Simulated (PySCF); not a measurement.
A structure optimised at PBE-D3(BJ)/def2-TZVP, used in a PySCF frequency run:

```
Ga
O 1 1.7981
H 2 0.9728 1 110.70
O 1 1.8088 2 112.16 3 0.00
H 4 0.9712 1 112.78 2 180.00
H 1 1.5554 2 121.39 3 180.00
```

Task: Write its SMILES, formula and point group.

Result: [OH][GaH][OH], GaH3O2, Cs

Task: What are its rotational constants (standard atomic weights)?

Result: 17.781, 6.4207, 4.7173 GHz
